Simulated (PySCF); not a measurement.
Electron correlation in Pb⁺ (lead, charge +1)

[Xe] 4f14 5d10 6s2 7s1, 2S determinant (an excited configuration). Calculation: PySCF 2.14, in aug-cc-pwCVTZ-DK3 (11s10p8d5f1g, 125 functions); the spin-free X2C one-electron Hamiltonian (Gaussian nucleus). Frozen: [Xe] 4f14 5d10; 3 electrons correlated.

```tsv
level	correlation energy (mhartree)
CCSD	-36.14
(T)	-0.61
CCSD(T)	-36.75
```

Diagnostics: T1 = 0.013, D1 = 0.0309, largest double amplitude 0.071.

Question: Is a single reference adequate?

Answer: Mostly. T1 lies below 0.03, but a double amplitude of this size points to a near-degeneracy that CCSD handles and MP2 describes poorly.
